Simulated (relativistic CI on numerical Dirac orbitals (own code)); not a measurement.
**Crystal-field levels of Au3+, 5d8**

Calculated by Dirac-Coulomb-Breit CI, KLI orbitals optimised for each configuration, model QED (radiative potential, 1s self-energy scaled to tabulated hydrogen-like ionisation energies), valence Slater integrals scaled by 0.7, one configuration in a parametric crystal field (own radial code).

Field parameters in Wybourne normalisation: D4h B²₀ = −7Ds, B⁴₀ = 21(Dq − Dt), B⁴₄ = 21√(5/14) Dq; Td as Oh with Dq negative (B⁴₀ = 21Dq, B⁴₄ = √(5/14) B⁴₀). The field is a parameter set, without covalency.

S and J are read from ⟨S²⟩ = S(S + 1) and ⟨J²⟩ = J(J + 1) of each level; they are not fictitious spins.

Td, 10Dq = -13200 cm⁻¹, the lowest 16 levels:

| E (cm⁻¹) | Degeneracy | Irrep | S | J |
| --- | --- | --- | --- | --- |
| 0.0 | 1 | A1 | 0.97 | 3.90 |
| 2493 | 3 | T1 | 0.98 | 3.85 |
| 4712 | 2 | E | 0.92 | 3.72 |
| 7673 | 3 | T2 | 0.90 | 2.83 |
| 10915 | 3 | T2 | 0.64 | 3.33 |
| 14543 | 2 | E | 0.50 | 2.65 |
| 20253 | 3 | T1 | 0.99 | 3.10 |
| 22450 | 2 | E | 0.99 | 2.37 |
| 22955 | 1 | A2 | 1.00 | 3.00 |
| 24102 | 1 | A1 | 0.61 | 1.94 |
| 24214 | 3 | T2 | 0.89 | 2.96 |
| 27495 | 3 | T2 | 0.56 | 3.45 |
| 30314 | 2 | E | 0.69 | 2.99 |
| 31232 | 3 | T1 | 0.98 | 1.34 |
| 31351 | 3 | T2 | 0.74 | 2.51 |
| 34653 | 3 | T1 | 0.13 | 3.94 |

D4h, 10Dq = 43350, Ds = -190, Dt = -610 cm⁻¹, the lowest 10 levels:

| E (cm⁻¹) | Degeneracy | Irrep | S | J |
| --- | --- | --- | --- | --- |
| 0.0 | 2 | E | 1.00 | 3.49 |
| 18.2 | 1 | B2 | 0.99 | 3.47 |
| 8900 | 1 | A1 | 0.07 | 2.94 |
| 10129 | 1 | B1 | 0.08 | 2.92 |
| 21035 | 1 | A1 | 0.10 | 3.15 |
| 42078 | 1 | B1 | 0.99 | 3.67 |
| 42651 | 2 | E | 0.97 | 3.50 |
| 46581 | 1 | A1 | 0.99 | 3.68 |
| 46764 | 1 | B2 | 0.87 | 2.88 |
| 47223 | 1 | A2 | 0.95 | 3.63 |

D4h, 10Dq = 43050, Ds = -1470, Dt = 810 cm⁻¹, the lowest 10 levels:

| E (cm⁻¹) | Degeneracy | Irrep | S | J |
| --- | --- | --- | --- | --- |
| 0.0 | 1 | B2 | 0.99 | 3.54 |
| 39.0 | 2 | E | 0.99 | 3.51 |
| 9572 | 1 | A1 | 0.13 | 2.92 |
| 9996 | 1 | B1 | 0.11 | 2.88 |
| 19750 | 1 | A1 | 0.14 | 3.18 |
| 34933 | 1 | A1 | 0.98 | 3.73 |
| 34943 | 1 | A2 | 0.98 | 3.61 |
| 35164 | 1 | B1 | 0.99 | 3.52 |
| 35560 | 2 | E | 0.95 | 3.53 |
| 36384 | 1 | B2 | 0.96 | 2.92 |

The free-ion ground term has S = 1. Every field shown keeps that spin.

Levels of this model without a field, named by their leading LS term (the scale mimics covalency, so terms lie below those of the real free ion): ³F4 0, ¹D2 6574, ³F3 11638, ³P0 17310, ³P2 17727, ³P1 21474, ¹G4 23451, ¹D2 29100 cm⁻¹.
